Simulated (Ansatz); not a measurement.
Isolated molecules relaxed with PBE0-D4/def2-TZVP in Ansatz; ΔE leaves out vibrations. CCSD(T)/CBS adds triple-zeta CCSD(T) − MP2 to the extrapolated MP2 energy (def2 sets, frozen cores). This one scheme is used for every species. DFT in def2-TZVPP. def2 core potentials past Kr. For Se, Sn outer-core shells are correlated without core-valence functions, which leaves a few kJ/mol of doubt a bond. Scalar relativity is left out up to krypton. One conformer a species, not always the lowest.

Reaction (ligand exchange at the Sn–Se bond): `[SeH][SnH2][SeH]` + H₂S → `[SH][SnH2][SeH]` + H₂Se

`[SeH][SnH2][SeH]`:

Z-matrix (Å, degrees):
```
Sn
Se 1 2.531
Se 1 2.531 2 112.8
H 1 1.701 2 106.0 3 116.1
H 1 1.704 2 109.0 3 -120.7
H 2 1.469 1 91.7 3 75.9
H 3 1.469 1 91.6 2 -80.3
```

H₂S:

Cartesian coordinates in Å:
```
S -0.214 0.339 0.472
H 0.293 0.640 -0.732
H -0.079 -0.979 0.259
```

`[SH][SnH2][SeH]`:

Cartesian coordinates in Å:
```
S 1.945 -0.538 1.011
Sn -0.002 -0.567 -0.395
Se -0.665 1.784 -1.056
H 1.372 0.259 1.928
H 0.481 -1.431 -1.779
H -1.324 -1.262 0.425
H -1.807 1.755 -0.133
```

H₂Se:

Z-matrix (Å, degrees):
```
Se
H 1 1.467
H 1 1.467 2 91.2
```

Is it downhill or uphill in electronic energy at CCSD(T)/CBS, and by how much? (Estimate.)

The calculation gave: Uphill: ΔE = +20.1 kJ/mol.

What do these levels give: BLYP-D4, B97M-V, PBE0-D4, r2SCANh-D4, BLYP, PBE0, r2SCANh, CAM-B3LYP, LC-ωPBE, MP2/def2-SVP, CCSD/def2-SVP, HF/CBS(def2)? (Estimate.)

Ansatz gave: BLYP-D4 17.2, B97M-V 11.4, PBE0-D4 18.0, r2SCANh-D4 17.5, BLYP 16.9, PBE0 17.7, r2SCANh 17.4, CAM-B3LYP 16.5, LC-ωPBE 15.9, MP2/def2-SVP 20.0, CCSD/def2-SVP 18.3, HF/CBS(def2) 19.3 kJ/mol.

Largest T1 diagnostic among the species: 0.011.

Leaving LDA and LC-ωPBE aside and taking each functional with its dispersion term where it has one, the values, not all of them listed here, spread over 8.4 kJ/mol, from B97M-V to BHLYP-D4.
